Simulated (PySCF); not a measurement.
# Computed records: CH₆AlGeN, CH₄AlGeN

Calculation on a computer-drawn molecule: the log of a Hartree-Fock and frozen-core CCSD(T) single point meant for a local Hartree-Fock minimum, with one planted fault or none, to be diagnosed. Offsets are logged minus clean, where the clean run is the same molecule without the fault. The reference is restricted for singlets and unrestricted otherwise, and also for a bond in bohr or an excited solution. Adding or removing an electron swaps singlet and doublet. The excited solution moves the top pair (singlet) or top alpha electron (doublet) to the lowest empty orbital. Highest occupied and lowest empty are orbital energies over both spins, largest force is the largest gradient component, triples share is (T) over the correlation energy, the T1 limit is 0.02 restricted and 0.045 unrestricted, electrons count all cores, a negative frequency is imaginary (commonest isotopes), and the dipole is about the centre of nuclear charge; on germanium a core potential holds 10 electrons, which the energies leave out, and 3d is frozen in MP2 and coupled-cluster steps. Program: PySCF 2.14.0.

Common to all runs: meant charge 0; meant multiplicity 1; meant basis cc-pV(D+d)Z; meant basis and core potential on germanium cc-pVDZ-PP ECP10MDF; logged SCF converged yes; logged CC converged yes; logged SCF stable within its kind yes; possible faults no fault, one electron removed, one electron added, multiplicity raised by two, geometry at a saddle point, SCF held on an excited solution, minimal basis STO-3G, one bond length entered in bohr, all coordinates scaled.

Notes on all entries: highest electron not bound in this basis.

(1) 
```xyz
10
formula=CH6AlGeN logged_electrons=65 logged_basis_functions=104 logged_spin_squared=1.0151 logged_highest_occupied=0.61829 logged_lowest_empty=7.4577 logged_largest_force=0.026795 logged_T1_diagnostic=0.033036 logged_D1_diagnostic=0.16338 logged_triples_share=0.032501 logged_dipole_magnitude=9.975 logged_energy_HF=-631.0227 logged_energy_CCSD(T)=-631.5679 planted_fault=one_electron_added HF_energy_offset_from_clean_run=27.83 CCSD(T)_energy_offset_from_clean_run=19.6
N      0.9482    -0.3342     1.7233
Ge    -0.6246    -0.2692     0.8593
C     -1.0144    -1.0364    -0.6975
Al    -2.7557    -0.9224    -1.4398
H      1.7740    -0.6527     1.2539
H      1.1567     0.3217     2.4510
H     -1.5894     0.5225     1.7260
H     -0.1889    -1.5617    -1.1741
H     -3.8710    -0.1218    -0.6384
H     -3.1280    -1.5921    -2.8277
```

Units: logged_highest_occupied, logged_lowest_empty in eV; logged_largest_force in hartree/bohr; logged_dipole_magnitude in debye; logged_energy_HF, logged_energy_CCSD(T) in hartree; HF_energy_offset_from_clean_run, CCSD(T)_energy_offset_from_clean_run in kcal/mol.

Drawn bonds:
```tsv
atom	other atom	order
1	2	1
2	3	2
3	4	1
1	5	1
1	6	1
2	7	1
3	8	1
4	9	1
4	10	1
```

(2) 
```xyz
8
formula=CH4AlGeN logged_electrons=63 logged_basis_functions=94 logged_spin_squared=1.0886 logged_highest_occupied=0.28146 logged_lowest_empty=6.0379 logged_largest_force=0.02547 logged_T1_diagnostic=0.043326 logged_D1_diagnostic=0.18269 logged_triples_share=0.035753 logged_dipole_magnitude=9.6579 logged_energy_HF=-629.85187 logged_energy_CCSD(T)=-630.36544 planted_fault=one_electron_added HF_energy_offset_from_clean_run=20.72 CCSD(T)_energy_offset_from_clean_run=15.9
N     -0.2869    -1.3037    -0.3044
Ge     0.8940    -0.8643     0.9813
C      0.5171     0.0301     2.4737
Al    -1.2147     0.6513     3.0781
H     -0.0649    -2.0456    -0.9403
H     -1.2727    -1.2507    -0.1320
H      2.2528    -1.3647     0.5010
H      1.4273     0.2135     3.0519
```

Units: logged_highest_occupied, logged_lowest_empty in eV; logged_largest_force in hartree/bohr; logged_dipole_magnitude in debye; logged_energy_HF, logged_energy_CCSD(T) in hartree; HF_energy_offset_from_clean_run, CCSD(T)_energy_offset_from_clean_run in kcal/mol.

Drawn bonds:
```tsv
atom	other atom	order
1	2	1
2	3	2
3	4	1
1	5	1
1	6	1
2	7	1
3	8	1
```
